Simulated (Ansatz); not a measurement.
Cost and result up the ladder for Zr3O12H12, a hydroxylated oxide cluster (27 atoms). The state is a singlet with charge 0. Geometry: PBE-D4/def2-SVP.

Cartesian coordinates in Å:
```
Zr -0.975 -1.517 0.839
Zr 2.077 0.492 0.235
Zr -1.106 1.424 -1.257
O 2.881 1.870 1.404
O 3.089 0.460 -1.474
O 0.717 2.157 -0.629
O 2.648 -1.242 0.903
O 0.195 0.191 1.479
O -2.107 3.052 -0.961
O 0.175 -0.427 -0.901
O -1.251 1.064 -3.154
O -2.283 0.172 -0.111
O 0.484 -2.774 1.444
O -1.732 -2.749 -0.484
O -2.240 -1.464 2.339
H 3.603 1.953 2.044
H 3.672 -0.235 -1.819
H 0.965 3.065 -0.384
H 2.050 -1.955 1.253
H 0.173 0.495 2.403
H -2.583 3.866 -0.751
H 0.391 -0.940 -1.702
H -1.357 1.308 -4.083
H -3.072 0.404 0.410
H 0.528 -3.716 1.205
H -2.235 -2.994 -1.273
H -2.708 -1.960 3.024
```

Ansatz on 2 threads of AMD EPYC 7R13 on a shared host and a share (18 GiB) of an NVIDIA H100 80GB HBM3. Times are rough, and most runs start from the orbitals of an earlier one. ωB97X-V/def2-TZVP serves as the yardstick here, not as an exact answer. Differences are given only for rows in sets of like size (and for xTB, whose basis is part of the method), since another set adds its own error. Binding counts from free atoms at the same level (Zr triplet, O triplet, H doublet; other spins of the atoms weren't run), without zero-point energy or a counterpoise term.

In the def2 sets Zr takes a core potential; there is no spin–orbit coupling. B3LYP takes the VWN-RPA correlation. Correlated methods freeze 12 core orbitals; core or outer-core shells of Zr are correlated, in sets that lack core-valence functions. Single mean-field runs in def2-TZVP are fitted with def2-universal-jkfit.

Correlated methods converge slowly with the basis.

```json
{"level": "PBE0-D4/def2-SVP", "functions": "321", "wall time": "5.5 s", "binding energy per atom (eV)": "4.62", "difference from ωB97X-V/def2-TZVP (eV)": "–"}
{"level": "B3LYP-D4/def2-TZVP", "functions": "564", "wall time": "6 s", "binding energy per atom (eV)": "4.59", "difference from ωB97X-V/def2-TZVP (eV)": "-0.05"}
{"level": "PBE0-D4/def2-TZVP", "functions": "564", "wall time": "7.5 s", "binding energy per atom (eV)": "4.55", "difference from ωB97X-V/def2-TZVP (eV)": "-0.08"}
{"level": "MP2/def2-TZVP", "functions": "564", "wall time": "8 s", "binding energy per atom (eV)": "4.67", "difference from ωB97X-V/def2-TZVP (eV)": "0.04"}
{"level": "ωB97X-V/def2-TZVP (with forces)", "functions": "564", "wall time": "16 s", "binding energy per atom (eV)": "4.64", "difference from ωB97X-V/def2-TZVP (eV)": "0.00"}
```
